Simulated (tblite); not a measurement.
Compound: C5H3PS.
Atom-mapped SMILES: `[CH:1]#[C:2][c:3]1[cH:4][p:5][cH:6][s:7]1` (hydrogens: H8 on C1; H9 on C4; H10 on C6)

Computed with GFN2-xTB (tblite), gas phase: L-BFGS steps from a force-field or distance-geometry start until the largest atomic force falls under 0.01 eV/Å.

Step 15: E = -486.8058 eV
```
atom  x, y, z in Å  |  force x, y, z in eV/Å
C1     -2.1469   -0.2090    1.8535   -0.033   0.021   0.001
C2     -1.2873   -0.0537    1.0279    0.014  -0.012   0.007
C3     -0.2104    0.0207    0.1326    0.003  -0.032   0.026
C4     -0.0695    0.8710   -0.9252    0.005  -0.041   0.048
P5      1.4029    0.7401   -1.8858   -0.059   0.036   0.002
C6      2.0175   -0.5310   -0.9278    0.011   0.023  -0.035
S7      1.0959   -1.0963    0.3968    0.011   0.020  -0.028
H8     -2.9180   -0.3151    2.5565   -0.020   0.032  -0.023
H9     -0.8370    1.5953   -1.1567    0.041  -0.034   0.006
H10     2.9617   -1.0175   -1.0943    0.027  -0.014  -0.005
```

Step 16: E = -486.8065 eV
```
atom  x, y, z in Å  |  force x, y, z in eV/Å
C1     -2.1472   -0.2076    1.8523   -0.072   0.015   0.037
C2     -1.2871   -0.0533    1.0277    0.059  -0.029  -0.010
C3     -0.2090    0.0178    0.1343    0.012  -0.012   0.004
C4     -0.0704    0.8697   -0.9226    0.030  -0.045   0.028
P5      1.4016    0.7408   -1.8859   -0.082   0.054   0.000
C6      2.0184   -0.5299   -0.9298    0.012   0.017  -0.028
S7      1.1002   -1.0974    0.3950   -0.032   0.018   0.005
H8     -2.9201   -0.3114    2.5537   -0.023   0.033  -0.020
H9     -0.8393    1.5934   -1.1529    0.049  -0.040   0.008
H10     2.9618   -1.0175   -1.0942    0.047  -0.012  -0.023
```

Step 17: E = -486.8073 eV
```
atom  x, y, z in Å  |  force x, y, z in eV/Å
C1     -2.1482   -0.2053    1.8506   -0.097   0.011   0.059
C2     -1.2864   -0.0534    1.0279    0.089  -0.053  -0.011
C3     -0.2066    0.0133    0.1370    0.020   0.010  -0.017
C4     -0.0714    0.8672   -0.9185    0.048  -0.037  -0.002
P5      1.3985    0.7428   -1.8861   -0.076   0.055  -0.004
C6      2.0200   -0.5280   -0.9333    0.011   0.007  -0.015
S7      1.1059   -1.0987    0.3923   -0.061   0.007   0.037
H8     -2.9237   -0.3053    2.5491   -0.032   0.033  -0.012
H9     -0.8418    1.5896   -1.1468    0.045  -0.037   0.009
H10     2.9627   -1.0177   -1.0947    0.053   0.004  -0.046
```

Step 18: E = -486.8084 eV
```
atom  x, y, z in Å  |  force x, y, z in eV/Å
C1     -2.1501   -0.2019    1.8483   -0.089   0.013   0.051
C2     -1.2846   -0.0547    1.0286    0.084  -0.078   0.016
C3     -0.2034    0.0078    0.1403    0.019   0.025  -0.023
C4     -0.0719    0.8637   -0.9136    0.047  -0.017  -0.029
P5      1.3936    0.7459   -1.8863   -0.032   0.029  -0.006
C6      2.0220   -0.5256   -0.9378    0.005  -0.005   0.004
S7      1.1119   -1.1001    0.3896   -0.055  -0.008   0.049
H8     -2.9290   -0.2969    2.5431   -0.044   0.031   0.001
H9     -0.8444    1.5840   -1.1386    0.029  -0.020   0.004
H10     2.9648   -1.0176   -1.0963    0.038   0.031  -0.066
```

Task: Estimate the geometry and energy of step 19. (The exact step hangs on the optimiser's Hessian estimate; all steps are aligned on step 18, rigid shifts and turns removed.)

Result: E = -486.8093 eV, largest force 0.115 eV/Å
```
atom  x, y, z in Å  |  force x, y, z in eV/Å
C1     -2.1525   -0.1982    1.8461   -0.050   0.018   0.014
C2     -1.2818   -0.0576    1.0303    0.044  -0.090   0.057
C3     -0.2000    0.0028    0.1432    0.008   0.025  -0.012
C4     -0.0718    0.8601   -0.9093    0.024   0.005  -0.039
P5      1.3886    0.7491   -1.8865    0.031  -0.012  -0.007
C6      2.0238   -0.5234   -0.9417   -0.003  -0.015   0.021
S7      1.1167   -1.1016    0.3879   -0.019  -0.020   0.034
H8     -2.9348   -0.2880    2.5370   -0.053   0.028   0.012
H9     -0.8465    1.5781   -1.1303    0.006   0.004  -0.005
H10     2.9671   -1.0166   -1.0993    0.011   0.058  -0.076
```

The energy changes by -0.0009 eV. The first-order estimate −F·Δx gives -0.0013 eV and the mean of the old and new forces, exact on a quadratic surface, -0.0009 eV. The step makes an angle of 74° with the force vector and moves no atom by more than 0.012 Å.

What follows is the cost of the whole relaxation. Time: 0.16 s wall. Hardware: an Arm Neoverse V1 with one thread, no GPU, on a shared host.
